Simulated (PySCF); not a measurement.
C₃H₆FNSi, SMILES F[C@H]1C[SiH2]C=N1. Geometry optimised at PBE-D3(BJ)/def2-SVP. The structure was generated by enumeration; whether it is a known compound was not checked. One conformer was computed; it need not be the lowest.

Level of theory: PBE-D3(BJ)/def2-SVP (PySCF).

Harmonic wavenumbers (cm⁻¹): 106, 269, 373, 404, 476, 547, 583, 633, 649, 721, 766, 825, 841, 900, 919, 1000, 1056, 1110, 1133, 1250, 1276, 1315, 1369, 1617, 2156, 2173, 2936, 3006, 3038, 3086. Rotational constants (GHz): 5.718, 2.294, 1.748; symmetry number 1.

Task: Work out the zero-point energy and the ideal-gas rigid-rotor harmonic-oscillator thermochemistry at 298.15 K and 1 atm.

Result: ZPE = ½ Σ hcν = ½ × 36533 cm⁻¹ = 52.23 kcal/mol. H − E(el) = 56.67 kcal/mol. Entropy in cal/(mol K): translation 39.81, rotation 27.04, vibration 11.03, total 77.88. G − E(el) = 33.45 kcal/mol. Cp = 25.57 cal/(mol K). Modes under 150 cm⁻¹ make the vibrational entropy uncertain.
